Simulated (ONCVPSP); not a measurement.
**Varying the ONCV potential for tantalum (Ta)**

Base potential:

ONCVPSP 4.0.1 input, shortened (lines: element, Z, core and valence counts, functional; n l f; lmax; l rc ep ncon nbas qcut; lloc lpopt rc5 dvloc0; l nproj debl; icmod fcfact rcfact), revPBE, scalar-relativistic:

```
  Ta 73.00   12    2  -102130      upf
    1    0    2.00
    2    0    2.00
    2    1    6.00
    3    0    2.00
    3    1    6.00
    3    2   10.00
    4    0    2.00
    4    1    6.00
    4    2   10.00
    4    3   14.00
    5    0    2.00
    5    1    6.00
    5    2    3.00
    6    0    2.00
    2
    0    2.70    0.00    5    8    2.30
    1    2.70    0.15    4    7    3.60
    2    3.05    0.00    3    7    6.20
    0    5    2.70    0.00
    0    0    0.30
    1    2    3.10
    2    2    1.20
    3    2.50    1.75
```

In the p channel the program set the typed energies aside and used 0.050, 3.150 Ha.

All-electron outer shells of the reference configuration (revPBE, scalar-relativistic, ld1.x):

| shell | level (eV) | outermost node (bohr) | outermost maximum (bohr) |
| --- | --- | --- | --- |
| 4f | -24.67 | – | 0.44 |
| 6s | -5.39 | 1.32 | 2.78 |
| 5d | -3.54 | 0.65 | 1.58 |

Cutoffs, loose and tight: the cutoffs (Ha) at which the residual kinetic energy of the hardest occupied pseudo-wave falls to 1 and 0.1 mHa per electron. They do not see the model core or the augmentation charge, which bear on the density cutoff. Test errors are all-electron minus pseudo excitation energies from the reference, over the configurations 5d3 6s1; 5d3 6s0; 5d2 6s0; 5d4 6s0. A dash means not determined; rows that change the core or the reference have their own tests.

| change | outcome | cutoff, loose | cutoff, tight | bound ghosts | GHOST(+) flags above zero | largest test error (meV) |
| --- | --- | --- | --- | --- | --- | --- |
| base | generated, projector energies reset by the program | 10 Ha | 12 Ha | none | none | -879 |
| d: qcut 3.8 | generated, projector energies reset by the program | 6.7 Ha | 13 Ha | none | none | -819 |
| d: qcut 4.8 | generated, projector energies reset by the program | 8.2 Ha | 9.5 Ha | none | none | -860 |
| d: qcut 5.8 | generated, projector energies reset by the program | 10 Ha | 12 Ha | none | none | -876 |
| d: qcut 7 | generated, projector energies reset by the program | 11 Ha | 13 Ha | none | none | -882 |
| d: qcut 7.6 | generated, projector energies reset by the program | 11 Ha | 14 Ha | none | none | -879 |
| d: qcut 8.2 | generated, projector energies reset by the program | 11 Ha | 13 Ha | none | none | -879 |
| d: qcut 8.6 | generated, projector energies reset by the program | 11 Ha | 14 Ha | none | none | -879 |
| d: qcut 9.3 | generated, projector energies reset by the program | 11 Ha | 14 Ha | none | none | -879 |

(1) What comes out with this change to the base: d: qcut 4.4?

Results:

(1) outcome: generated, projector energies reset by the program; cutoff, loose: 7.5 Ha; cutoff, tight: 8.8 Ha; bound ghosts: none; GHOST(+) flags above zero: none; largest test error (meV): -849.

Reading the sweep of the qcut of the d channel (base included, trends over the rows without a ghost): The loose cutoff is not monotonic: lowest 6.7 Ha at 3.8 1/bohr, highest 11 Ha at 8.6 1/bohr. The median size of the test errors (rows with all tests solved) stays near 339.6 meV.
